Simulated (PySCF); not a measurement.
Ta(NMe)(OH)3, CH6NO3Ta (singlet state).
Bonds: Ta1–N2, Ta1–O7, Ta1–O9, Ta1–O11, N2–C3. Hydrogens: H4, H5, H6 on C3; H8 on O7; H10 on O9; H12 on O11.

A linear-response calculation (PySCF, def2-SVPD basis, gas phase, vertical, core orbitals frozen in the response) gave these numbers; the functional is withheld.

Orbital energies (eV): HOMO-3 -9.01, HOMO-2 -8.76, HOMO-1 -6.87, HOMO -6.69, LUMO -0.62, LUMO+1 -0.11, LUMO+2 -0.03.

```json
{"state": "S1", "E (eV)": "5.17", "f": "0.010", "main configurations (H = HOMO, L = LUMO)": "H→L (94%)"}
{"state": "S2", "E (eV)": "5.20", "f": "0.0015", "main configurations (H = HOMO, L = LUMO)": "H-1→L+1 (35%), H-1→L (34%), H→L+2 (26%)"}
{"state": "S3", "E (eV)": "5.31", "f": "0.0000", "main configurations (H = HOMO, L = LUMO)": "H→L+2 (54%), H-1→L (37%)"}
{"state": "S4", "E (eV)": "5.41", "f": "0.0038", "main configurations (H = HOMO, L = LUMO)": "H→L+1 (74%), H-1→L+2 (16%)"}
{"state": "S5", "E (eV)": "5.52", "f": "0.0074", "main configurations (H = HOMO, L = LUMO)": "H-1→L+1 (60%), H-1→L (26%), H→L+2 (9%)"}
{"state": "S6", "E (eV)": "5.77", "f": "0.017", "main configurations (H = HOMO, L = LUMO)": "H-1→L+2 (44%), H-1→L+4 (14%), H→L+1 (13%)"}
```

Triplets (Tamm–Dancoff): T1 4.65 eV, H→L+1 (57%), H→L (17%), H-1→L+2 (12%); T2 4.94 eV, H-1→L+2 (41%), H-1→L+1 (16%), H→L+2 (13%); T3 4.94 eV, H→L+2 (32%), H-1→L+2 (23%), H-1→L+1 (18%); T4 5.14 eV, H→L (49%), H→L+1 (18%).

Vertical ionisation energy by ΔSCF with the same functional: 8.77 eV. Mean static polarisability: 77.0 au.

Task: Which of these was used?
A. CAM-B3LYP
B. HF
C. PBE
D. B3LYP

Result: D. B3LYP is a global hybrid with 20% exact exchange. In this run −ε(HOMO) = 6.69 eV differs from the ΔSCF value by -2.08 eV, and S1 differs from the orbital gap of 6.07 eV by -0.90 eV. The ratio −ε(HOMO)/IP is 0.76. Small neutral molecules mostly give 0.67 to 0.83 with B3LYP, 0.5 to 0.7 with PBE, 0.85 to 0.93 with CAM-B3LYP; with Hartree–Fock the ratio is 1 or more (Koopmans' value less the relaxation energy is the ΔSCF value). The other options: PBE, a GGA without exact exchange; HF, time-dependent Hartree–Fock, 100% exact exchange; CAM-B3LYP, range-separated, 19% exact exchange at short range and 65% at long range (ω = 0.33 bohr⁻¹).

Method used: TDDFT B3LYP/def2-SVPD, vertical, gas phase, core orbitals frozen in the response, def2 core potentials past Kr (PySCF). Isolated species at its PBE0-D3(BJ)/def2-SVP geometry, gas phase. Spin–orbit coupling is left out.
